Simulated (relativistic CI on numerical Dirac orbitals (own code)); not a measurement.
Hyperfine structure of W49+, mass number 183

Method of calculation: Dirac-Coulomb-Breit CI, orbitals from a KLI potential per configuration, model QED, unscaled Slater integrals (own radial code, finite nucleus).

Configuration list (outside the closed core [Ne]): 3s²3p⁶3d⁷, 3s²3p⁵3d⁸, 3s²3p⁴3d⁹, 3s3p⁶3d⁸, 3p⁶3d⁹, 3s3p⁵3d⁹, 3s²3p⁶3d⁶4s, 3s²3p⁶3d⁶4p, 3s²3p⁴3d⁸4s, 3s²3p⁶3d⁶4d, 3s²3p⁴3d⁸4p, 3s²3p⁵3d⁷4s, 3s²3p⁶3d⁶4f, 3s²3p⁵3d⁷4p, 3s²3p⁶3d⁵4s², 3s3p⁶3d⁷4s. Levels of other configurations are missing.

Nuclear spin I = 1/2, μ = 0.11739 μN (tables of Stone and Pyykkö). The electronic factors are computed for point nuclear moments, without core polarisation or the Bohr-Weisskopf and QED corrections.

```
           Level   E (eV)  A (MHz)
 3s²3p⁶3d⁷ ⁴F9/2   0.0000     9323
 3s²3p⁶3d⁷ ²D5/2  19.6821     9423
 3s²3p⁶3d⁷ ⁴F7/2  65.5085    10470
 3s²3p⁶3d⁷ ⁴P5/2  77.7401     3822
 3s²3p⁶3d⁷ ⁴P1/2  79.0048    -4677
3s²3p⁶3d⁷ ²H11/2  81.1385    13230
 3s²3p⁶3d⁷ ²F7/2  87.8979    14320
 3s²3p⁶3d⁷ ²F5/2  92.7068    14580
```

Levels with J = 0, under 50 % of one LS term, or S terms without an open s electron are left out. Small factors come from cancelling terms and can be off by tens of per cent or more.

At this charge energies of transitions that change n are usually good to better than 1 %, and those within a shell (Δn = 0) to a few per cent.

**Question.** Give the hyperfine levels of 3s²3p⁶3d⁷ ⁴F9/2 relative to its centre of gravity.

**Answer.** With K = F(F + 1) − I(I + 1) − J(J + 1), E = AK/2: F = 4: -25640, F = 5: 20980 MHz.

LS names give the leading component of a level, which can be under half, so a name can repeat, a term be missing and a line seem to break the LS rules.
